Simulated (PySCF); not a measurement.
Compound: C4H12N2OSi.
Bonds: C1–C2, C2–O3 (double), C2–N4, N4–Si5, Si5–N6, N6–C7, N6–C8. Hydrogens: H9, H10, H11 on C1; H12 on N4; H13, H14 on Si5; H15, H16, H17 on C7; H18, H19, H20 on C8.

All values: CAM-B3LYP/def2-SVPD (PySCF, non-relativistic), on one gas-phase PBE0-D3(BJ)/def2-SVP geometry that isn't relaxed in the solvent. The solvent is an IEF-PCM continuum (cavity from Bondi-type radii × 1.2), and excitations are vertical TDDFT with non-equilibrium linear response and a frozen core. The model holds no explicit solvent molecules, cavitation or dispersion.

Gas-phase singlets (H = HOMO, L = LUMO):

```csv
state,E (eV),λ (nm),f,leading configurations
S1,5.630,220,0.001,"H-1→L+2 59%, H-1→L+1 18%, H→L+2 10%"
S2,5.877,211,0.011,"H→L 77%, H→L+1 13%"
S3,6.665,186,0.057,"H→L+1 40%, H→L+3 19%, H→L+2 14%"
S4,6.832,181,0.000,"H→L+2 52%, H→L+1 17%, H→L+4 12%"
S5,6.980,178,0.059,"H→L+5 61%, H→L+3 22%"
```

Give the list for methanol (ε = 32.61), n² = 1.77.

```csv
state,E (eV),λ (nm),f,leading configurations,change by rank (eV)
S1,5.838,212,0.001,"H-2→L+1 78%, H→L+1 17%",+0.208
S2,5.952,208,0.008,"H→L 68%, H→L+2 25%",+0.075
S3,6.624,187,0.105,"H→L+2 42%, H→L+3 28%, H→L 10%",-0.041
S4,6.692,185,0.000,"H→L+1 72%, H-2→L+1 15%",-0.140
S5,6.928,179,0.025,"H→L+4 69%, H→L+6 16%",-0.052
```

Give the list for water (ε = 78.36), n² = 1.78.

| state | E (eV) | λ (nm) | f | leading configurations | change by rank (eV) |
| --- | --- | --- | --- | --- | --- |
| S1 | 5.845 | 212 | 0.001 | H-2→L+1 77%, H→L+1 17% | +0.215 |
| S2 | 5.954 | 208 | 0.008 | H→L 67%, H→L+2 25% | +0.077 |
| S3 | 6.620 | 187 | 0.106 | H→L+2 41%, H→L+3 29%, H→L 10% | -0.045 |
| S4 | 6.688 | 185 | 0.000 | H→L+1 72%, H-2→L+1 15% | -0.144 |
| S5 | 6.926 | 179 | 0.024 | H→L+4 67%, H→L+6 16% | -0.054 |

The ground-state energy changes by -0.358 eV from gas to water. By how much does the total energy of gas-phase S2 change?

E(S2) = E(S0) + excitation energy, so it changes by -0.358 + 0.077 = -0.281 eV: it is lowered less than the ground state, which is what a blue shift means. This is the vertical state, with the slow part of the continuum still set for S0.

How do the frontier levels move from gas to water?

```json
{"orbital": "LUMO+2", "gas (eV)": "1.44", "solvent (eV)": "1.65", "change (eV)": "+0.21", "Löwdin shares, gas": "C2 24 %, O3 18 %, C1 10 %, H9 9 %", "Löwdin shares, solvent": "C1 14 %, Si5 11 %, C2 8 %, C8 7 %"}
{"orbital": "LUMO+1", "gas (eV)": "1.44", "solvent (eV)": "1.42", "change (eV)": "-0.02", "Löwdin shares, gas": "C1 14 %, C2 10 %, H10 10 %, C7 9 %", "Löwdin shares, solvent": "C2 34 %, O3 24 %, N4 12 %, C1 8 %"}
{"orbital": "LUMO", "gas (eV)": "0.91", "solvent (eV)": "1.21", "change (eV)": "+0.30", "Löwdin shares, gas": "Si5 14 %, H12 13 %, C1 10 %, C8 9 %", "Löwdin shares, solvent": "Si5 22 %, C2 10 %, C1 9 %, C8 8 %"}
{"orbital": "HOMO", "gas (eV)": "-7.89", "solvent (eV)": "-7.69", "change (eV)": "+0.20", "Löwdin shares, gas": "N6 53 %, C8 9 %, C7 9 %, Si5 5 %", "Löwdin shares, solvent": "N6 54 %, C8 9 %, C7 9 %, Si5 6 %"}
{"orbital": "HOMO-1", "gas (eV)": "-9.05", "solvent (eV)": "-9.22", "change (eV)": "-0.17", "Löwdin shares, gas": "O3 66 %, C2 9 %, C1 8 %, N4 6 %", "Löwdin shares, solvent": "N4 47 %, O3 22 %, C2 9 %, Si5 9 %"}
{"orbital": "HOMO-2", "gas (eV)": "-9.16", "solvent (eV)": "-9.31", "change (eV)": "-0.15", "Löwdin shares, gas": "N4 45 %, O3 25 %, C2 9 %, Si5 8 %", "Löwdin shares, solvent": "O3 66 %, C1 10 %, C2 10 %, N4 6 %"}
{"orbital": "HOMO-3", "gas (eV)": "-10.89", "solvent (eV)": "-10.98", "change (eV)": "-0.09", "Löwdin shares, gas": "Si5 28 %, H14 17 %, H13 17 %, O3 16 %", "Löwdin shares, solvent": "Si5 26 %, H14 16 %, H13 16 %, O3 15 %"}
```

The HOMO–LUMO gap goes from 8.80 to 8.89 eV. Rows go by rank; for HOMO-2, HOMO-1, LUMO+1 and LUMO+2 the atom shares or the degeneracy differ between the runs, so the row needn't follow one orbital. Shares within a degenerate set are those of one arbitrary member.

The run took about 2.2 min of CPU time (one thread, shared machine). This is the whole response run at CAM-B3LYP/def2-SVPD in water, SCF included.

The values belong to the conformer `[CH3:1][C:2](=[O:3])[NH:4][SiH2:5][N:6]([CH3:7])[CH3:8]`: C1–C2–N4–Si5 -179°, C2–N4–Si5–N6 180°, N4–Si5–N6–C7 85°.
